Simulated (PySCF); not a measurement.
# Fractional electron number in V- (vanadium, charge -1)

The 3d alpha orbital of [Ar] 3d4 4s2 is emptied in steps (occupation f), with all orbitals relaxed, ending at [Ar] 3d3 4s2. All numbers are calculated (PySCF 2.14, no relativity, point nucleus, in def2-TZVPPD (6s6p4d2f1g, 67 functions)). The exact energy is a straight line in f; departures are measured from the line between the end points of the same method.

| f | PBE0 (eV) | r2SCAN (eV) | LC-wPBE (eV) |
| --- | --- | --- | --- |
| 1 | 0.000 | 0.000 | 0.000 |
| 0.8 | -0.340 | -0.567 | 0.082 |
| 0.6 | -0.521 | -0.867 | 0.113 |
| 0.4 | -0.529 | -0.885 | 0.102 |
| 0.2 | -0.350 | -0.602 | 0.060 |
| 0 | 0.000 | 0.000 | 0.000 |

```json
{"method": "PBE0", "E(f=0) − E(f=1) (eV)": "0.745", "−ε at f=1 (eV)": "-1.326", "−ε at f=0.4 (eV)": "1.162"}
{"method": "r2SCAN", "E(f=0) − E(f=1) (eV)": "0.962", "−ε at f=1 (eV)": "-2.509", "−ε at f=0.4 (eV)": "1.608"}
{"method": "LC-wPBE", "E(f=0) − E(f=1) (eV)": "0.809", "−ε at f=1 (eV)": "1.370", "−ε at f=0.4 (eV)": "0.667"}
```

Orbital energy along the path (eV):

```json
{"f": "1", "PBE0": "1.326", "r2SCAN": "2.509", "LC-wPBE": "-1.370"}
{"f": "0.8", "PBE0": "0.569", "r2SCAN": "1.219", "LC-wPBE": "-1.083"}
{"f": "0.6", "PBE0": "-0.261", "r2SCAN": "-0.154", "LC-wPBE": "-0.849"}
{"f": "0.4", "PBE0": "-1.162", "r2SCAN": "-1.608", "LC-wPBE": "-0.667"}
{"f": "0.2", "PBE0": "-2.116", "r2SCAN": "-3.152", "LC-wPBE": "-0.544"}
{"f": "0", "PBE0": "-2.849", "r2SCAN": "-4.797", "LC-wPBE": "-0.483"}
```

At f = 1 the orbital energy is positive for PBE0, r2SCAN: only the finite basis holds the electron.

Reference removal energy between the ground levels: 0.528 eV (measured; photodetachment measurements, as compiled on the Wikipedia data page of electron affinities). The calculation has no spin-orbit coupling. The determinant left behind need not be the lowest term of the ion.
